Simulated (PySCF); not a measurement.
Ta(O)2(OH) (HO3Ta), SMILES [O]=[Ta](=[O])[OH], multiplicity 1.

Geometry: PBE-D3(BJ)/def2-SVP. A frequency run showed that this geometry is not a minimum. The multiplicity is an assumed one; other spin states were not compared. The def2 effective core potentials stand for the cores of Ta; spin–orbit coupling is left out. Other conformers were not sampled.

Computed with PBE-D3(BJ)/def2-SVP (PySCF 2.14.0).

Frequencies are harmonic and unscaled.

Computed vibrational spectrum:
```
mode  ν (cm⁻¹)  IR (km/mol)  moving atoms (share of kinetic energy)
----  --------  -----------  --------------------------------------
1          99i        144.1                                  H 94 %
2          205         35.0                 O 73 %, Ta 14 %, H 13 %
3          246         10.5                                  O 94 %
4          333          2.9                                  O 94 %
5          541        189.2                          H 66 %, O 33 %
6          702         37.6                 O 71 %, H 19 %, Ta 10 %
7          893        147.9                         O 90 %, Ta 10 %
8          947         37.5                                  O 94 %
9         3800        211.8                                  H 94 %
```
